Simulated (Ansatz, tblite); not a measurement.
Forces on the cluster Ru3⁻ at its PBE-D4/def2-TZVPD geometry. The state is a doublet with charge -1.

In the def2 sets Ru takes a core potential; there is no spin–orbit coupling. The xTB rows come from tblite. At PBE0-D4/def2-TZVPD the charge -1 doublet is spin-contaminated (final ⟨S²⟩ up to 3.34, 0.75 for a pure state). The structure comes from a short search, and lower isomers may exist.

GFN1-xTB (tblite), largest force 7.64 eV/Å:

```xyz
3
positions Å, forces eV/Å
Ru    1.900   -0.331    0.858    4.742   -1.339    2.462
Ru   -1.968    0.095   -0.734   -7.293   -0.386   -2.259
Ru    0.068    0.236   -0.124    2.551    1.725   -0.204
```

GFN2-xTB (tblite), largest force 6.00 eV/Å:

```
Ru 4.267 -0.949 2.056
Ru -5.689 -0.057 -1.914
Ru 1.423 1.007 -0.141
```

PBE0-D4/def2-TZVPD (Ansatz), largest force 1.25 eV/Å:

```
Ru 1.050 -0.356 0.582
Ru -0.915 -0.090 -0.257
Ru -0.135 0.446 -0.325
```
